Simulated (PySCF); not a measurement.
C2H10GeO2Si2, SMILES COC(=O)[SiH2][SiH2][GeH3], GFN2-xTB optimised geometry.

```
17

C      2.50    -2.61     0.25
O      1.07    -2.51     0.23
C      0.56    -1.31     0.00
O      1.24    -0.32    -0.19
Si    -1.36    -1.31     0.00
Si    -1.81     0.97     0.00
Ge     0.10     2.21    -0.56
H      2.72    -3.66     0.41
H      2.91    -2.27    -0.70
H      2.91    -2.00     1.05
H     -1.73    -2.14     1.15
H     -1.72    -2.08    -1.20
H     -2.32     1.39     1.32
H     -2.91     1.27    -0.93
H      0.78     1.84    -1.83
H      1.16     2.32     0.48
H     -0.27     3.66    -0.80
```

Density from B3LYP/def2-SVP in PySCF at that geometry.

Minimum of the electron density along straight lines between bonded atoms, close to the bond critical point (lines longer than 1.1 times the sum of covalent radii, or with two minima, are not listed):

```json
[
 {"bond": "C1–O2", "length / Å": "1.427", "ρ at the minimum / e bohr⁻³": "0.242", "∇²ρ there / e bohr⁻⁵": "-0.33", "position (fraction from the first atom)": "0.34"},
 {"bond": "O2–C3", "length / Å": "1.326", "ρ at the minimum / e bohr⁻³": "0.309", "∇²ρ there / e bohr⁻⁵": "-0.20", "position (fraction from the first atom)": "0.67"},
 {"bond": "C3–O4", "length / Å": "1.215", "ρ at the minimum / e bohr⁻³": "0.407", "∇²ρ there / e bohr⁻⁵": "0.25", "position (fraction from the first atom)": "0.33"},
 {"bond": "C3–Si5", "length / Å": "1.920", "ρ at the minimum / e bohr⁻³": "0.107", "∇²ρ there / e bohr⁻⁵": "0.32", "position (fraction from the first atom)": "0.62"},
 {"bond": "C1–H8", "length / Å": "1.087", "ρ at the minimum / e bohr⁻³": "0.287", "∇²ρ there / e bohr⁻⁵": "-1.13", "position (fraction from the first atom)": "0.64"},
 {"bond": "C1–H9", "length / Å": "1.092", "ρ at the minimum / e bohr⁻³": "0.283", "∇²ρ there / e bohr⁻⁵": "-1.10", "position (fraction from the first atom)": "0.64"},
 {"bond": "C1–H10", "length / Å": "1.092", "ρ at the minimum / e bohr⁻³": "0.283", "∇²ρ there / e bohr⁻⁵": "-1.10", "position (fraction from the first atom)": "0.64"},
 {"bond": "Si5–H11", "length / Å": "1.465", "ρ at the minimum / e bohr⁻³": "0.116", "∇²ρ there / e bohr⁻⁵": "0.33", "position (fraction from the first atom)": "0.49"},
 {"bond": "Si5–H12", "length / Å": "1.468", "ρ at the minimum / e bohr⁻³": "0.115", "∇²ρ there / e bohr⁻⁵": "0.33", "position (fraction from the first atom)": "0.49"},
 {"bond": "Si6–H13", "length / Å": "1.472", "ρ at the minimum / e bohr⁻³": "0.114", "∇²ρ there / e bohr⁻⁵": "0.32", "position (fraction from the first atom)": "0.49"},
 {"bond": "Si6–H14", "length / Å": "1.471", "ρ at the minimum / e bohr⁻³": "0.114", "∇²ρ there / e bohr⁻⁵": "0.32", "position (fraction from the first atom)": "0.49"},
 {"bond": "Ge7–H15", "length / Å": "1.494", "ρ at the minimum / e bohr⁻³": "0.142", "∇²ρ there / e bohr⁻⁵": "0.09", "position (fraction from the first atom)": "0.59"},
 {"bond": "Ge7–H16", "length / Å": "1.492", "ρ at the minimum / e bohr⁻³": "0.142", "∇²ρ there / e bohr⁻⁵": "0.08", "position (fraction from the first atom)": "0.59"},
 {"bond": "Ge7–H17", "length / Å": "1.519", "ρ at the minimum / e bohr⁻³": "0.135", "∇²ρ there / e bohr⁻⁵": "0.08", "position (fraction from the first atom)": "0.59"}
]
```
